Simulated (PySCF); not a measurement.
Computed IR spectrum (relative IR intensity) of a molecule C3H8OSe. Geometry optimised at PBE-D3(BJ)/def2-SVP. Other conformers were not sampled. Method: PBE-D3(BJ)/def2-SVP (PySCF 2.14.0). Frequencies are harmonic and unscaled.

```json
[
 {"ν (cm⁻¹)": "279", "relative intensity": "3.5"},
 {"ν (cm⁻¹)": "383", "relative intensity": "100"},
 {"ν (cm⁻¹)": "611", "relative intensity": "38"},
 {"ν (cm⁻¹)": "891", "relative intensity": "2.7"},
 {"ν (cm⁻¹)": "989", "relative intensity": "16"},
 {"ν (cm⁻¹)": "1056", "relative intensity": "46"},
 {"ν (cm⁻¹)": "1138", "relative intensity": "8.9"},
 {"ν (cm⁻¹)": "1189", "relative intensity": "20"},
 {"ν (cm⁻¹)": "1328", "relative intensity": "11"},
 {"ν (cm⁻¹)": "1343", "relative intensity": "4.9"},
 {"ν (cm⁻¹)": "1414", "relative intensity": "3.7"},
 {"ν (cm⁻¹)": "1417", "relative intensity": "13"},
 {"ν (cm⁻¹)": "1433", "relative intensity": "3.6"},
 {"ν (cm⁻¹)": "2960", "relative intensity": "22"},
 {"ν (cm⁻¹)": "2964", "relative intensity": "36"},
 {"ν (cm⁻¹)": "2969", "relative intensity": "9.1"},
 {"ν (cm⁻¹)": "3042", "relative intensity": "13"},
 {"ν (cm⁻¹)": "3051", "relative intensity": "16"},
 {"ν (cm⁻¹)": "3072", "relative intensity": "13"},
 {"ν (cm⁻¹)": "3078", "relative intensity": "11"},
 {"ν (cm⁻¹)": "3678", "relative intensity": "62"}
]
```

Identify the compound among the candidates.
A) COC[Se]C
B) COCC[SeH]
C) CCOC[SeH]
D) CC(C)[Se]O

D, CC(C)[Se]O
